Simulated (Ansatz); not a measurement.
`C[CH](C)[Sn][NH2]` + H₂S → `[NH2][Sn][SH]` + `CCC`  (ligand exchange at the Sn–C bond)

Calculated with Ansatz (gas phase, PBE0-D4/def2-TZVP geometries, no zero-point term in ΔE). CCSD(T)/CBS is the MP2 limit (def2-TZVPP, def2-QZVPP) plus CCSD(T) − MP2 in def2-TZVPP, frozen cores. This one scheme is used for every species. DFT in def2-TZVPP. B3LYP here is the variant with VWN-RPA as its local correlation; programs differ in this. Elements past krypton have def2 core potentials. For Sn outer-core shells are correlated without core-valence functions, which leaves a few kJ/mol of doubt a bond. One conformer a species, not always the lowest.

`C[CH](C)[Sn][NH2]`:

Cartesian coordinates in Å:
```
C 0.105 0.027 1.516
C 0.754 0.487 0.219
C -0.166 1.397 -0.581
Sn 1.433 -1.241 -1.000
N -0.429 -1.976 -1.230
H -0.796 -0.566 1.330
H 0.775 -0.588 2.124
H -0.198 0.882 2.136
H 1.669 1.039 0.462
H -0.472 2.272 0.006
H 0.309 1.774 -1.493
H -1.082 0.880 -0.886
H -0.630 -2.814 -1.752
H -1.273 -1.572 -0.852
```

H₂S:

```xyz
3

S    -0.210    0.478    0.334
H    -0.803   -0.466   -0.412
H     1.013   -0.012    0.078
```

`[NH2][Sn][SH]`:

```xyz
6

N    -0.869   -0.686    0.771
Sn    1.023   -0.690    0.092
S     0.692    1.378   -1.167
H    -1.566    0.009    0.557
H    -1.233   -1.403    1.378
H     1.952    1.392   -1.631
```

`CCC`:

Cartesian coordinates in Å:
```
C -0.690 0.971 -0.481
C 0.122 -0.312 -0.515
C 0.600 -0.740 0.863
H -0.102 1.798 -0.073
H -1.577 0.859 0.148
H -1.026 1.263 -1.479
H -0.479 -1.114 -0.958
H 0.985 -0.182 -1.177
H 1.182 -1.664 0.820
H -0.245 -0.909 1.537
H 1.231 0.030 1.316
```

```csv
level,ΔE (kJ/mol),difference from CCSD(T)/CBS
revPBE-D4,-141.5,-0.5
BLYP-D4,-144.0,-3.0
PBE0-D4,-148.6,-7.6
B3LYP-D4,-147.5,-6.5
ωB97X-V,-145.6,-4.6
BLYP,-158.2,-17.2
r2SCANh,-154.9,-13.9
BHLYP,-160.5,-19.5
CAM-B3LYP,-154.0,-13.0
LC-ωPBE,-150.0,-9.0
CCSD(T)/def2-SVP,-133.6,7.4
MP2/def2-TZVPP,-136.7,4.3
SCS-MP2/def2-TZVPP,-139.1,1.9
CCSD(T)/def2-TZVPP,-134.7,6.3
MP2/CBS(def2),-143.1,-2.1
CCSD/CBS(def2),-144.1,-3.1
CCSD(T)/CBS,-141.0,0
```

Largest T1 diagnostic among the species: 0.016.

In def2-TZVPP, CCSD(T) changes the Hartree–Fock value by +31.9 kJ/mol (the triples alone add +3.1 kJ/mol) and MP2 by +29.9 kJ/mol. The D4 term adds +11.2 kJ/mol with B3LYP and +6.4 kJ/mol with PBE0; it sums over pairs of atoms, weighted by their polarisabilities, and B3LYP, whose exchange is more repulsive, gets the larger term.

CCSD(T)/CBS has its own doubt, a few kJ/mol and more with outer-core shells, so smaller differences from it don't rank the levels.
